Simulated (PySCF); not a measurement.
SMILES Cl[Si](Cl)([SiH2]CCC)Cl (C3H9Cl3Si2) (GFN2-xTB optimised geometry):

```
17

C     -3.231    -0.575     1.043
C     -1.770    -0.215     1.287
C     -0.908    -1.464     1.477
Si     0.928    -1.075     1.793
Si     1.795     0.136     0.000
Cl     3.831     0.136     0.000
Cl     1.226    -0.609    -1.808
Cl     1.235     2.094     0.000
H     -3.328    -1.186     0.148
H     -3.831     0.323     0.912
H     -3.632    -1.136     1.885
H     -1.698     0.417     2.175
H     -1.398     0.363     0.439
H     -1.004    -2.094     0.590
H     -1.309    -2.046     2.309
H      1.068    -0.302     3.035
H      1.666    -2.334     1.961
```

Computed with PySCF with B3LYP/def2-SVP.

Task: What are the frontier orbital energies and the dipole moment?

Result: HOMO-2 -8.63 eV, HOMO-1 -8.58 eV, HOMO -8.03 eV, LUMO -0.43 eV, LUMO+1 -0.27 eV; dipole moment 2.20 D.

Meta-Löwdin charges at B3LYP/def2-SVP: C1 -0.28, C2 -0.14, C3 -0.38, Si4 0.40, Si5 0.70, Cl6 -0.26, Cl7 -0.26, Cl8 -0.26, H9 0.09, H10 0.10, H11 0.09, H12 0.08, H13 0.08, H14 0.10, H15 0.10, H16 -0.09, H17 -0.09.
